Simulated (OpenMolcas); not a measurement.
A run on Cr2+ among 6 point charges of -2 e arranged as a trigonal antiprism (D3d), 1.88 Å from the ion, with a polar angle of 55.3° against the regular 54.74°.

```
Program             : OpenMolcas
Method              : SS-CASPT2, IPEA 0.25 Eh, imaginary shift 0.1 Eh (closed shells correlated: 3s 3p)
Basis               : ANO-RCC-VDZP [5s4p2d1f]
Scalar Hamiltonian  : DKH2, point nucleus
Active space        : 4 electrons in 5 orbitals (3d)
State averaging     : 2S+1 = 5 even, 5 roots; 2S+1 = 3 even, 45 roots; 2S+1 = 1 even, 50 roots
Spin-orbit coupling : state interaction with AMFI integrals over the reference wave functions
```

First CASPT2 step and the start of its output:

```
&CASPT2
Multistate=5 1 2 3 4 5
NoMult
Frozen=2 3
IPEA=0.25
Imaginary=0.1
MaxIter=60
WThr=0.0 0.3 0.05
PrWF=0.5
NoMix
```

```
--- CASPT2 ---
Orbital specifications:
      -----------------------

      Symmetry species                           1   2
                                                ag  au
      Frozen orbitals                            2   3
      Inactive orbitals                          1   3
      Active orbitals                            5   0
      Secondary orbitals                         7  13
      Deleted orbitals                           0   0
      Number of basis functions                 15  19
Type of calculation                        SS-CASPT2
      Fock operator                              state-specific
      IPEA shift                                 0.25
      Real shift                                 0.00
      Imaginary shift                            0.10
      The input orbitals will be transformed to quasi-canonical
Reference energy:       -1055.6673125519
      E2 (Non-variational):      -0.3108818608
      Shift correction:          -0.0001628433
      E2 (Variational):          -0.3110447041
      Total energy:           -1055.9783572559
      Residual norm:              0.0000008158
      Reference weight:           0.94186
      Contributions to the CASPT2 correlation energy
      Active & Virtual Only:         -0.0486866017
      One Inactive Excited:          -0.1438749790
      Two Inactive Excited:          -0.1183202801
Reference energy:       -1055.6673124981
      E2 (Non-variational):      -0.3110040462
      Shift correction:          -0.0001112953
      E2 (Variational):          -0.3111153414
      Total energy:           -1055.9784278395
      Residual norm:              0.0000002887
      Reference weight:           0.94164
      Contributions to the CASPT2 correlation energy
      Active & Virtual Only:         -0.0488045014
...
```

Over all roots the printed reference weights run from 0.50 to 0.95, and roots that are degenerate in the reference spread by up to 2600 cm-1.

Did the run give usable levels, and if not, why?

No. The equations converged, but the reference weight falls to 0.50 for at least one root against 0.95 for the best. A drop of that size marks an intruder state, so the energies of such roots and the levels built on them can't be trusted.
